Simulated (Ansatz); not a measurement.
Frontier orbitals of CH$_{3}$BF$_{2}$Si (`F[Si]1(F)BC1`).

Z-matrix (Å, degrees):
```
Si
F 1 1.583
B 1 1.867 2 126.7
F 1 1.586 2 103.8 3 -177.1
C 1 2.008 2 124.7 3 -56.2
H 3 1.185 1 139.0 2 26.9
H 5 1.100 1 80.2 2 -112.6
H 5 1.089 1 148.8 2 -0.8
```

Total charge 0; spin multiplicity 1. The structure was optimised at the PBE0-D4/def2-TZVP level. Basis def2-TZVPP, the Gaussian-basis code of Ansatz.

Orbital energies of one run (eV). Highest occupied ones, from the top: -6.38, -7.70, -9.30, -10.27, -10.66, -10.97, -11.37, -11.87, -12.44, -12.71, -14.10, -18.43, -30.05, -30.60. Empty: -2.46, -1.34, 0.02, 0.62, 1.03, 1.56.

Problem. Which functional gave them?
A. PBE
B. BHLYP
C. B3LYP
D. r2SCAN0

Solution. A. HOMO energies: PBE -6.38, BHLYP -8.48, B3LYP -7.30, r2SCAN0 -7.63 eV.

B3LYP here is the variant with VWN-RPA as its local correlation; programs differ in this.
